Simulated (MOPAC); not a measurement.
Input for MOPAC: PM6 on H2OSSi (SMILES O[Si]S), a point of a torsion scan.

```
PM6 1SCF PRECISE CHARGE=0 THREADS=1
H2OSSi

O     -1.06574093 1     0.27630525 1    -0.14622932 1
Si    -0.10852800 1    -0.91666606 1    -0.70056440 1
S      1.47983637 1    -0.68607324 1     0.80762420 1
H     -1.93659258 1     0.50183630 1    -0.45792477 1
H      2.40990087 1    -0.43197945 1    -0.10293542 1
```

The log:

```
*******************************************************************************
 **                                                                           **
 **                              MOPAC v23.2.5                                **
 **                                                                           **
 *******************************************************************************
 ** MOPAC's Digital Object Identifier: https://doi.org/10.5281/zenodo.6511958 **
 **                                                                           **
 ** Please cite the open-source release paper for use of this MOPAC version:  **
 ** J. E. Moussa and J. J. P. Stewart (2026)                                  **
 ** MOPAC: An open-source semiempirical molecular orbital program             **
 ** J. Open Source Softw., 11(119), 8025, https://doi.org/10.21105/joss.08025 **
 *******************************************************************************

                              PM6 CALCULATION RESULTS

 *******************************************************************************
 *  PM6        - The PM6 Hamiltonian to be used
 *
 *
 *
 *                 CHARGE ON SYSTEM = 0
 *
 *
 *
 *  PRECISE    - TIGHTER CRITERIA TO BE USED
 *  1SCF       - DO 1 SCF AND THEN STOP
 *  THREADS=1  - MULTI-THREADING NOT USED
 *  T=         - A TIME OF 172800.0 SECONDS REQUESTED
 *  DUMP=N     - RESTART FILE WRITTEN EVERY 7200.0 SECONDS REQUESTED
 *******************************************************************************
PM6 1SCF PRECISE CHARGE=0 THREADS=1
 H2OSSi

   ATOM   CHEMICAL          X               Y               Z
  NUMBER   SYMBOL      (ANGSTROMS)     (ANGSTROMS)     (ANGSTROMS)

     1       O         -1.06574093  *   0.27630525  *  -0.14622932  *
     2      Si         -0.10852800  *  -0.91666606  *  -0.70056440  *
     3       S          1.47983637  *  -0.68607324  *   0.80762420  *
     4       H         -1.93659258  *   0.50183630  *  -0.45792477  *
     5       H          2.40990087  *  -0.43197945  *  -0.10293542  *



          CARTESIAN COORDINATES

    NO.       ATOM           X           Y           Z

     1         O         -1.0657      0.2763     -0.1462
     2        Si         -0.1085     -0.9167     -0.7006
     3         S          1.4798     -0.6861      0.8076
     4         H         -1.9366      0.5018     -0.4579
     5         H          2.4099     -0.4320     -0.1029

 General Reference for PM6:
 "Optimization of Parameters for Semiempirical Methods V: Modification of NDDO Approximations
 and Application to 70 Elements", J. J. P. Stewart, J. Mol. Mod., 13, 1173-1213 (2007)
 URL: https://link.springer.com/article/10.1007/s00894-007-0233-4

           Empirical Formula: H2 O Si S  =     5 atoms



      MOLECULAR POINT GROUP   :   C1


      RHF CALCULATION, NO. OF DOUBLY OCCUPIED LEVELS = 9


 -------------------------------------------------------------------------------
 PM6 1SCF PRECISE CHARGE=0 THREADS=1
 H2OSSi



     1SCF WAS SPECIFIED, SO BFGS WAS NOT USED
     SCF FIELD WAS ACHIEVED


                              PM6 CALCULATION
                                                       MOPAC v23.2.5 Linux




          FINAL HEAT OF FORMATION =        -30.87346 KCAL/MOL =    -129.17456 KJ/MOL


          COSMO AREA              =        107.41 SQUARE ANGSTROMS
          COSMO VOLUME            =         96.56 CUBIC ANGSTROMS

          IONIZATION POTENTIAL    =          7.806344 EV
          HOMO LUMO ENERGIES (EV) =         -7.806 -1.142
          NO. OF FILLED LEVELS    =          9
          MOLECULAR WEIGHT        =         78.1607         POINT GROUP:  C1

          MOLECULAR DIMENSIONS (Angstroms)

            Atom       Atom       Distance
            H     5    H     4     4.45982
           Si     2    S     3     1.49233
           Si     2    H     4     0.77704


          SCF CALCULATIONS        =          1





   ATOM   CHEMICAL          X               Y               Z
  NUMBER   SYMBOL      (ANGSTROMS)     (ANGSTROMS)     (ANGSTROMS)

     1       O         -1.06574093  *   0.27630525  *  -0.14622932  *
     2      Si         -0.10852800  *  -0.91666606  *  -0.70056440  *
     3       S          1.47983637  *  -0.68607324  *   0.80762420  *
     4       H         -1.93659258  *   0.50183630  *  -0.45792477  *
     5       H          2.40990087  *  -0.43197945  *  -0.10293542  *

                             CARTESIAN COORDINATES

   1    O       -1.065740930     0.276305250    -0.146229320
   2   Si       -0.108528000    -0.916666060    -0.700564400
   3    S        1.479836370    -0.686073240     0.807624200
   4    H       -1.936592580     0.501836300    -0.457924770
   5    H        2.409900870    -0.431979450    -0.102935420


           Empirical Formula: H2 O Si S  =     5 atoms



      MOLECULAR POINT GROUP   :   C1


                  EIGENVALUES
 -30.09800 -29.61898 -19.30698 -14.32140 -13.73099 -12.95334 -11.40584  -8.97697
  -7.80634  -1.14177  -0.71396  -0.36669   0.90850   1.37699   1.68238   1.87881
   2.15383   2.58064   2.64884   2.79220   2.82865   3.93217   4.22688   5.70555


              NET ATOMIC CHARGES AND DIPOLE CONTRIBUTIONS

  ATOM NO.   TYPE          CHARGE      No. of ELECS.   s-Pop       p-Pop       d-Pop
    1          O          -0.527893        6.5279     1.64813     4.87976
    2         Si           0.504263        3.4957     1.84303     1.06969     0.58301
    3          S          -0.520242        6.5202     1.91648     4.49543     0.10833
    4          H           0.345565        0.6544     0.65443
    5          H           0.198307        0.8017     0.80169
 DIPOLE           X         Y         Z       TOTAL
 POINT-CHG.    -2.177    -0.785    -4.202     4.798
 HYBRID         0.202     0.372     1.223     1.294
 SUM           -1.976    -0.413    -2.980     3.599


          ATOMIC ORBITAL ELECTRON POPULATIONS

     Atom    s        px        py        pz      x^2-y^2     xz        z^2       yz        xy
    1  O   1.64813   1.42318   1.71030   1.74629
    2 Si   1.84303   0.32471   0.34159   0.40339   0.12864   0.11757   0.07555   0.05781   0.20344
    3  S   1.91648   1.29056   1.81729   1.38758   0.01050   0.06831   0.01176   0.01405   0.00371
    4  H   0.65443
    5  H   0.80169

 **********************
 *                    *
 * JOB ENDED NORMALLY *
 *                    *
 **********************




 == MOPAC DONE ==
```

The run finished.

Cost: around 0.020 core-seconds (rough).
